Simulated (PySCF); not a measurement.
# Spin states of AlSb

Unrestricted PBE0; Al def2-SVP, Sb def2-SVP with ECP28; scalar-relativistic core potentials (PySCF 2.14). Outer shells of the fragments: Al 3s2 3p1; Sb 4d10 5s2 5p3.

Followed along the bond (rough minima from three points):

```csv
2Ms+1,unpaired,⟨S²⟩ at the start,R at minimum (Å),Te (eV)
3,π ↑↑,2.01,2.76,0.00
3,"σ ↑, π ↑",2.02,2.52,0.12
1,"σ ↓, π ↑",1.02,2.50,0.26
1,π ↑↓,1.01,2.76,0.29
1,none,0.00,none in the scan,≤ 0.99
```

Solutions found at the starting distance of 2.560 Å, counted from the lowest of them; the search is not exhaustive and high or unbound solutions are not listed, so other states can lie among these:

```
2Ms+1    unpaired   term  E (eV)  ⟨S²⟩  ⟨Lz²⟩  μ (D)
    3    σ ↑, π ↑     ³Π    0.00  2.02   1.01  -1.72
    3        π ↑↑    ³Σ⁻    0.00  2.01   0.00   0.05
    1    σ ↓, π ↑  mixed    0.15  1.02   1.01  -1.81
    1        π ↑↓  mixed    0.29  1.01   2.01   0.14
    1        none    ¹Σ⁺    1.07  0.00   0.00  -2.78
    1        none  mixed    1.11  0.00   2.00   0.49
    5  σ ↑, π ↑↑↑     ⁵Π    1.53  6.01   1.00   0.83
    3  σ ↑, π ↑↑↓  mixed    1.99  3.01   3.02   0.72
    3  σ ↓, π ↑↑↑  mixed    2.14  3.02   1.00   1.29
    3        π ↑↑  mixed    2.58  2.03   2.01  -1.20
    3        π ↑↑  mixed    2.90  2.03   2.01  -1.54
    5  σ ↑↑, π ↑↑    ⁵Σ⁻    4.05  6.00   0.00   0.47
    5  σ ↑↑, π ↑↑  mixed    4.26  6.03   2.01  -0.45
    5      π ↑↑↑↑    ⁵Σ⁺    4.36  6.09   0.00   1.95
```

A term symbol is given only where ⟨S²⟩ and ⟨Lz²⟩ are close to those of a pure state; real π, δ and φ orbitals otherwise mix terms. A positive dipole means Al(−)Sb(+).

Problem. Compare the gap between the two lowest followed solutions at the starting distance with the gap between their minima.

Solution. At PBE0 the second solution (triplet, unpaired electrons σ ↑, π ↑) lies +0.00 eV from the first (triplet, unpaired electrons π ↑↑) at 2.560 Å and +0.12 eV at the minima; the two curves relax by different amounts, since their minima lie near 2.52 and 2.76 Å.

Spin–orbit coupling is left out.
